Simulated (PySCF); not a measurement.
**Broadened absorption spectrum of C4H6ClFO**

Compound: C4H6ClFO.
Z-matrix (Å and degrees, GFN2-xTB geometry), rows numbered from 1:
```
C 
O   1  1.4156
C   2  1.3622  1  118.88
C   3  1.3360  2  116.56  1  -163.53
Cl  4  1.7141  3  124.02  2  -175.94
C   3  1.5055  2  120.49  1    19.23
F   6  1.3781  3  111.85  2   -67.86
H   1  1.0884  2  105.11  3   176.94
H   1  1.0923  2  111.67  3    58.34
H   1  1.0935  2  111.95  3   -64.70
H   4  1.0770  3  121.18  2     1.50
H   6  1.0963  3  111.22  2    51.21
H   6  1.0922  3  110.03  2   173.61
```

The calculation used TDDFT CAM-B3LYP/def2-SVPD, vertical, gas phase, core orbitals frozen in the response in PySCF 2.14.0, density-fitted response routines.

Broadening: Gaussians 0.3 eV wide at half height, area fixed by f = 4.319×10⁻⁹ ∫ε dν̃. The cross-section is σ = 3.8235×10⁻²¹ ε cm², given in Mb (10⁻¹⁸ cm²). The width is an assumption, not a result. The curve ends short of the highest state used, and states not computed would add to its high-energy end.

```json
{"E (eV)": "5.36", "σ (Mb)": "0.23"}
{"E (eV)": "5.40", "σ (Mb)": "0.67"}
{"E (eV)": "5.44", "σ (Mb)": "1.73"}
{"E (eV)": "5.48", "σ (Mb)": "4.07"}
{"E (eV)": "5.53", "σ (Mb)": "10.29"}
{"E (eV)": "5.57", "σ (Mb)": "19.36"}
{"E (eV)": "5.61", "σ (Mb)": "32.98"}
{"E (eV)": "5.66", "σ (Mb)": "55.88"}
{"E (eV)": "5.70", "σ (Mb)": "76.27"}
{"E (eV)": "5.74", "σ (Mb)": "94.32"}
{"E (eV)": "5.78", "σ (Mb)": "105.70"}
{"E (eV)": "5.83", "σ (Mb)": "106.10"}
{"E (eV)": "5.87", "σ (Mb)": "95.26"}
{"E (eV)": "5.91", "σ (Mb)": "77.54"}
{"E (eV)": "5.96", "σ (Mb)": "52.27"}
{"E (eV)": "6.00", "σ (Mb)": "34.26"}
{"E (eV)": "6.04", "σ (Mb)": "20.57"}
{"E (eV)": "6.08", "σ (Mb)": "11.51"}
{"E (eV)": "6.13", "σ (Mb)": "5.40"}
{"E (eV)": "6.17", "σ (Mb)": "3.20"}
{"E (eV)": "6.21", "σ (Mb)": "2.25"}
{"E (eV)": "6.26", "σ (Mb)": "1.84"}
{"E (eV)": "6.30", "σ (Mb)": "1.76"}
{"E (eV)": "6.34", "σ (Mb)": "1.81"}
{"E (eV)": "6.38", "σ (Mb)": "1.95"}
{"E (eV)": "6.43", "σ (Mb)": "2.20"}
{"E (eV)": "6.47", "σ (Mb)": "2.36"}
{"E (eV)": "6.51", "σ (Mb)": "2.39"}
{"E (eV)": "6.56", "σ (Mb)": "2.19"}
{"E (eV)": "6.60", "σ (Mb)": "1.85"}
{"E (eV)": "6.64", "σ (Mb)": "1.42"}
{"E (eV)": "6.68", "σ (Mb)": "0.99"}
{"E (eV)": "6.73", "σ (Mb)": "0.55"}
{"E (eV)": "6.77", "σ (Mb)": "0.31"}
{"E (eV)": "6.81", "σ (Mb)": "0.18"}
{"E (eV)": "6.86", "σ (Mb)": "0.14"}
{"E (eV)": "6.90", "σ (Mb)": "0.20"}
{"E (eV)": "6.94", "σ (Mb)": "0.39"}
{"E (eV)": "6.98", "σ (Mb)": "0.75"}
{"E (eV)": "7.03", "σ (Mb)": "1.50"}
{"E (eV)": "7.07", "σ (Mb)": "2.37"}
{"E (eV)": "7.11", "σ (Mb)": "3.44"}
{"E (eV)": "7.16", "σ (Mb)": "4.91"}
{"E (eV)": "7.20", "σ (Mb)": "5.97"}
```

Problem. Where are the band maxima, and which computed states make them?

Solution. 214 nm (5.81 eV), ε about 28000, made up of S1 (100%); 191 nm (6.50 eV), ε about 630, made up of S3 (95%) (ε in L mol⁻¹ cm⁻¹; maxima over ε = 5, shares over 10%). At its high-energy end, 7.20 eV, the curve is still rising (ε about 1600, from S4, S5 and S6). The states used: S1 5.81 eV (f 0.314); S2 6.22 eV (f 0.0041); S3 6.51 eV (f 0.0067); S4 7.22 eV (f 0.010); S5 7.28 eV (f 0.0037); S6 7.37 eV (f 0.011); S7 7.60 eV (f 0.0019); S8 7.80 eV (f 0.0014).

Problem. On this curve, what absorbance would a 10⁻³ mol/L sample give at 193 nm over a 1 cm path?

Solution. 193 nm is 6.424 eV, where ε is about 570 L mol⁻¹ cm⁻¹, so A = ε c l ≈ 0.57 (Beer–Lambert, with the gas-phase spectrum and the assumed width).

Problem. What would ε be at 5.81 eV, the highest of these maxima, with half the width (0.15 eV)?

Solution. About 56400 L mol⁻¹ cm⁻¹ against 28200, a factor of about 2.00; a lone state at its own centre would give exactly 2.

One conformer stands for the species.
